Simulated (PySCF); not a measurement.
Computed with PBE-D3(BJ)/def2-TZVP // TPSS-D3(BJ)/def2-SVP run with PySCF. Gas-phase values, no solvent. One relaxed conformer stands for a flexible species; it need not be the lowest. 

Reference species: [Y(NH2)3] (neutral, multiplicity 1).

| Property | Value |
|---|---|
| charge on the central atom (Mulliken) | 1.28 e |
| HOMO | -4.97 eV |
| HOMO–LUMO gap | 3.12 eV |
| coordination number | 3 |

Changed species: [Y(OH)(NH2)2] (2 of 3 OH replaced by NH2; the reference has 3 of 3 OH replaced by NH2).

Q: Predict the effect on the charge on the central atom (Mulliken), HOMO, HOMO–LUMO gap and coordination number.

A: the charge on the central atom (Mulliken) rises by 0.03 e, to 1.31 e; the HOMO decreases by 0.09 eV, to -5.06 eV; the HOMO–LUMO gap stays essentially unchanged; the coordination number stays essentially unchanged.
